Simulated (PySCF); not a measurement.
Compound: C5H6Cl2Si.
Atom-mapped SMILES: `[Cl:1][CH:2]([Cl:3])[C:4]1=[CH:5][CH:6]=[CH:7][SiH2:8]1` (hydrogens: H9 on C2; H10 on C5; H11 on C6; H12 on C7; H13, H14 on Si8)

Method: PySCF 2.14.0, PBE0-D3(BJ)/def2-SVP geometry optimisation, gas phase.

(1) List the bond lengths, angles and torsions at this level.

Answers

(1) 
| bond | length (Å) | order |
| --- | --- | --- |
| Cl1–C2, C2–Cl3 | 1.791 | single |
| C2–C4 | 1.478 | single |
| C4=C5 | 1.352 | double |
| C5–C6 | 1.476 | single |
| C6=C7 | 1.350 | double |
| C7–Si8 | 1.876 | single |
| C4–Si8 | 1.889 | single |
| C2–H9 | 1.097 | single |
| C5–H10 | 1.097 | single |
| C6–H11 | 1.096 | single |
| C7–H12 | 1.092 | single |
| Si8–H13, Si8–H14 | 1.491 | single |

Bonds in one row agree within 0.01 Å and their mean is given. Orders are formal, as drawn. A selection of angles:
| angle | degrees |
| --- | --- |
| Cl1–C2–Cl3 | 109.8 |
| Cl1–C2–C4 | 110.7 |
| C2–C4–C5 | 123.5 |
| C2–C4–Si8 | 129.5 |
| C5–C4–Si8 | 107.0 |
| C4–C5–C6 | 116.9 |
| C5–C6–C7 | 117.0 |
| C6–C7–Si8 | 107.4 |
| C4–Si8–C7 | 91.7 |

Dihedral angles: Cl1–C2–C4–C5 122° (anticlinal); C2–C4–C5–C6 180° (antiperiplanar); C4–C5–C6–C7 0° (synperiplanar); C5–C6–C7–Si8 0° (synperiplanar); C6–C7–Si8–C4 -1° (synperiplanar); C2–C4–Si8–C7 -179° (antiperiplanar). The mirror-image conformer, all signs reversed, is as good.

The 4 C–C bonds span 1.350 Å (C6=C7, drawn double) to 1.478 Å (C2–C4, drawn single), a spread of 0.128 Å. Of the pairs four or more bonds apart, H9···H10 is among the closest relative to their van der Waals radii: 2.48 Å, 103 % of the sum of Bondi's values. Si8 (SiH2 silicon) has angles from 91.7° to 114.2°. The 5-membered ring C4–C5–C6–C7–Si8 has internal angles of 91.7° to 117.0° (sum 540°, against 540° for a flat polygon); it is planar, 0.00 Å rms from its mean plane, widest ring torsion 1°.

Point group: near Cs, missed by 0.13 Å at most; the miss may be what the optimiser left on a soft mode. PBE0-D3(BJ)/def2-SVP frequencies: not computed here. The numbers are those of one conformer.
